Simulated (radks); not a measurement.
Problem. These are the eigenvalues of the occupied orbitals of an atom or ion with whole-number occupations (eV). All-electron calculation, scalar-relativistic Kohn-Sham, r2SCAN, spin-unpolarised, spherical densities, finite nucleus; meta-GGA in the generalised Kohn-Sham scheme; Fermi nuclear charge, rms radius of each element as measured or else 0.836 A^(1/3) + 0.57 fm. Program: a radial shooting solver on a logarithmic mesh with Libxc functionals.

orbital  eigenvalue
1s        -312.4480
2s         -40.6865

Which element is it, and in what charge state? The configuration may be excited.

Solution. Z = 6, carbon, charge +2: C2+ in [He] 2s2. The 1s level, -11.482 hartree, gives Z - s = 4.8 by -(Z - s)^2/2, which with screening and relativity narrows Z to a few neighbours, and the depths must fix Z and the occupations together.
